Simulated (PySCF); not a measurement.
Calculation: PBE0-D4/def2-TZVP // PBE0-D4/def2-SVP in PySCF 2.14.0. Isolated molecules, 0 K electronic values unless said otherwise. Delta-SCF ions had no search for a lower state. 

Reference species: [In(H)3(NH3)] (neutral, multiplicity 1).

```
Item                                      Result
--------------------------------------  --------
vertical ionisation energy (Delta-SCF)   9.50 eV
HOMO–LUMO gap                            6.72 eV
LUMO                                    -0.56 eV
S1 oscillator strength                     0.003
```

Changed species: [In(H)3(CO)] (adduct with CO; the reference has adduct with NH3).

Problem. Give the shifts of the vertical ionisation energy (Delta-SCF), HOMO–LUMO gap, LUMO and S1 oscillator strength.

Solution. the vertical ionisation energy (Delta-SCF) rises by 0.64 eV, to 10.14 eV; the HOMO–LUMO gap decreases by 0.61 eV, to 6.11 eV; the LUMO falls by 1.27 eV, to -1.83 eV; the S1 oscillator strength hardly moves.
